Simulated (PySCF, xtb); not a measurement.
C₂H₇FSi₂, SMILES F[SiH2]/C=C\[SiH3]. The values are those of a single conformer.

Harmonic wavenumbers (cm⁻¹) from GFN2-xTB (xtb) at its own minimum, in rising order: 33, 67, 116, 178, 272, 410, 485, 536, 569, 584, 655, 682, 729, 758, 766, 778, 789, 800, 833, 968, 1197, 1344, 1630, 2223, 2261, 2267, 2295, 2314, 2971, 2991.

### Question
What does PBE-D3(BJ)/def2-SVP in PySCF give at its own minimum? (The exact figures need the calculation; the answer reports its results.)

### Answer
25, 114, 158, 214, 262, 452, 478, 587, 642, 651, 680, 715, 725, 819, 870, 909, 917, 923, 936, 990, 1123, 1283, 1586, 2164, 2174, 2174, 2176, 2181, 3019, 3044. Paired by order, the mean absolute difference is 63 cm⁻¹ and the zero-point energies are 46.5 and 47.2 kcal/mol.
